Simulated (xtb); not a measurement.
xtb input (GFN2-xTB):

```bash
xtb mol.xyz --gfn 2 --ohess tight --chrg 0 --uhf 0
```
mol.xyz:
```
11

C     -1.66338317     0.44499180     0.05370787
C     -0.60919035    -0.57680561    -0.40941152
Si     1.14531684     0.03334142     0.14782303
H     -2.70112950     0.09699284    -0.27163892
H     -1.74700897     0.53104738     1.10724343
H     -1.57509472     1.39602326    -0.40528081
H     -0.76848971    -1.55199897     0.07007096
H     -0.57340950    -0.70522393    -1.48167105
H      1.42625793     1.35521684    -0.49049558
H      1.23095602     0.19345035     1.58499077
H      2.20077792    -0.95027357    -0.28330534
```

Output:

```
           -------------------------------------------------
          |                Calculation Setup                |
           -------------------------------------------------

           -------------------------------------------------
          |                 G F N 2 - x T B                 |
           -------------------------------------------------

        Reference                      10.1021/acs.jctc.8b01176
      * Hamiltonian:
        H0-scaling (s, p, d)           1.850000    2.230000    2.230000
        zeta-weighting                 0.500000
      * Dispersion:
        s8                             2.700000
        a1                             0.520000
        a2                             5.000000
        s9                             5.000000
      * Repulsion:
        kExp                           1.500000    1.000000
        rExp                           1.000000
      * Coulomb:
        alpha                          2.000000
        third order                    shell-resolved
        anisotropic                    true
        a3                             3.000000
        a5                             4.000000
        cn-shift                       1.200000
        cn-exp                         4.000000
        max-rad                        5.000000

          ...................................................
          :                      SETUP                      :
          :.................................................:
          :  # basis functions                  26          :
          :  # atomic orbitals                  25          :
          :  # shells                           15          :
          :  # electrons                        20          :
          :  max. iterations                   250          :
          :  Hamiltonian                  GFN2-xTB          :
          :  restarted?                      false          :
          :  GBSA solvation                  false          :
          :  PC potential                    false          :
          :  electronic temp.          300.0000000     K    :
          :  accuracy                    1.0000000          :
          :  -> integral cutoff          0.2500000E+02      :
          :  -> integral neglect         0.1000000E-07      :
          :  -> SCF convergence          0.1000000E-05 Eh   :
          :  -> wf. convergence          0.1000000E-03 e    :
          :  Broyden damping             0.4000000          :
          :  net charge                          0          :
          :  unpaired electrons                  0          :
          ...................................................

 iter      E             dE          RMSdq      gap      omega  full diag
   1    -10.1229604 -0.101230E+02  0.466E+00    6.51       0.0  T
   2    -10.2059624 -0.830020E-01  0.183E+00    5.58       1.0  T
   3    -10.2068008 -0.838426E-03  0.161E+00    5.87       1.0  T
   4    -10.2076639 -0.863093E-03  0.891E-01    5.80       1.0  T
   5    -10.2075425  0.121370E-03  0.512E-01    5.86       1.0  T
   6    -10.2077303 -0.187735E-03  0.735E-02    5.79       1.0  T
[...]
     2   6 C        8   1 H                                       1.0920493
     3  14 Si       9   1 H                                       1.4649643
     3  14 Si      10   1 H                                       1.4648509
     3  14 Si      11   1 H                                       1.4642441

 * 4 distinct bonds (by element types)

   Z      Z             #   av. dist./Å        max./Å        min./Å
   1 H    6 C           5     1.0899465     1.0920631     1.0879808
   6 C    6 C           1     1.5247785     1.5247785     1.5247785
   1 H   14 Si          3     1.4646864     1.4649643     1.4642441
   6 C   14 Si          1     1.9018951     1.9018951     1.9018951

           -------------------------------------------------
          |               Frequency Printout                |
           -------------------------------------------------
 projected vibrational frequencies (cm⁻¹)
eigval :       -0.00    -0.00    -0.00     0.00     0.00     0.00
eigval :      118.73   224.69   258.96   509.48   543.25   706.57
eigval :      739.65   786.93   792.09   793.47   980.35  1021.44
eigval :     1077.97  1243.46  1292.78  1420.29  1487.82  1511.69
eigval :     1514.51  2250.27  2254.36  2259.15  2961.15  2977.38
eigval :     3007.40  3023.86  3031.61
 reduced masses (amu)
   1: 12.82   2: 18.41   3: 19.46   4: 10.39   5: 18.36   6:  8.20   7:  2.03   8:  2.05
   9: 10.61  10:  2.54  11:  5.24  12: 12.21  13:  3.16  14:  2.53  15:  2.09  16:  4.86
  17:  2.47  18:  3.12  19:  9.74  20:  3.35  21:  4.81  22:  2.94  23:  1.86  24:  1.59
  25:  1.52  26:  2.12  27:  1.94  28:  1.48  29:  1.97  30:  1.51  31:  1.86  32:  1.94
  33:  1.34
 IR intensities (km·mol⁻¹)
   1:  0.02   2:  0.00   3:  0.04   4:  0.02   5:  0.02   6:  0.01   7:  0.04   8:  0.14
   9:  0.01  10: 37.28  11: 62.61  12:  9.83  13: 14.84  14:221.05  15:181.69  16:436.32
  17: 16.70  18:  6.96  19:  9.06  20:  3.74  21:  2.27  22:  0.17  23:  0.60  24:  0.99
  25:  2.88  26:432.75  27:362.98  28:165.82  29: 48.63  30: 29.85  31: 55.83  32: 56.67
  33: 27.24
 Raman intensities (Ä⁴*amu⁻¹)
   1:  0.00   2:  0.00   3:  0.00   4:  0.00   5:  0.00   6:  0.00   7:  0.00   8:  0.00
   9:  0.00  10:  0.00  11:  0.00  12:  0.00  13:  0.00  14:  0.00  15:  0.00  16:  0.00
  17:  0.00  18:  0.00  19:  0.00  20:  0.00  21:  0.00  22:  0.00  23:  0.00  24:  0.00
  25:  0.00  26:  0.00  27:  0.00  28:  0.00  29:  0.00  30:  0.00  31:  0.00  32:  0.00
  33:  0.00
 output can be read by thermo (or use thermo option).
 writing <g98.out> molden fake output.
 recommended (thermochemical) frequency scaling factor: 1.0
           -------------------------------------------------
          |             Thermodynamic Functions             |
           -------------------------------------------------

cs  symmetry found (for desy threshold:  0.10E+00) used in thermo

          ...................................................
          :                      SETUP                      :
          :.................................................:
          :  # frequencies                          27      :
Note: The following floating-point exceptions are signalling: IEEE_UNDERFLOW_FLAG IEEE_DENORMAL
normal termination of xtb
          :  # imaginary freq.                       0      :
          :  linear?                             false      :
          :  only rotor calc.                    false      :
          :  symmetry                               cs      :
          :  rotational number                       1      :
          :  scaling factor                  1.0000000      :
          :  rotor cutoff                   50.0000000 cm⁻¹ :
          :  imag. cutoff                  -20.0000000 cm⁻¹ :
          :.................................................:

    mode    ω/cm⁻¹     T·S(HO)/kcal·mol⁻¹    T·S(FR)/kcal·mol⁻¹   T·S(vib)
   ------------------------------------------------------------------------
       1    118.73    -0.93052 ( 96.95%)    -0.79983 (  3.05%)    -0.92653
       2    224.69    -0.57273 ( 99.76%)    -0.61110 (  0.24%)    -0.57282
       3    258.96    -0.49753 ( 99.86%)    -0.56909 (  0.14%)    -0.49763
   ------------------------------------------------------------------------

   temp. (K)  partition function   enthalpy   heat capacity  entropy
                                   cal/mol     cal/K/mol   cal/K/mol   J/K/mol
 298.15  VIB   6.71                 1698.753     13.124      9.468
         ROT  0.385E+05              888.752      2.981     23.962
         INT  0.258E+06             2587.505     16.105     33.429
         TR   0.452E+27             1481.254      4.968     38.186
         TOT                        4068.7588    21.0729    71.6156   299.6398

       T/K    H(0)-H(T)+PV         H(T)/Eh          T*S/Eh         G(T)/Eh
   ------------------------------------------------------------------------
    298.15    0.648398E-02    0.948525E-01    0.340269E-01    0.608256E-01
   ------------------------------------------------------------------------

         :::::::::::::::::::::::::::::::::::::::::::::::::::::
         ::                  THERMODYNAMIC                  ::
         :::::::::::::::::::::::::::::::::::::::::::::::::::::
         :: total free energy         -10.020046430730 Eh   ::
         ::.................................................::
         :: total energy              -10.080872044811 Eh   ::
         :: zero point energy           0.088368527111 Eh   ::
         :: G(RRHO) w/o ZPVE           -0.027542913029 Eh   ::
         :: G(RRHO) contrib.            0.060825614081 Eh   ::
         :::::::::::::::::::::::::::::::::::::::::::::::::::::

optimized geometry written to: xtbopt.xyz

           -------------------------------------------------
          | TOTAL ENERGY              -10.080872044811 Eh   |
          | TOTAL ENTHALPY             -9.986019537794 Eh   |
          | TOTAL FREE ENERGY         -10.020046430730 Eh   |
          | GRADIENT NORM               0.000209698266 Eh/α |
          | HOMO-LUMO GAP               5.968580965519 eV   |
           -------------------------------------------------

------------------------------------------------------------------------
------------------------------------------------------------------------
 total:
 SCF:
 ANC optimizer:
 analytical hessian:
```
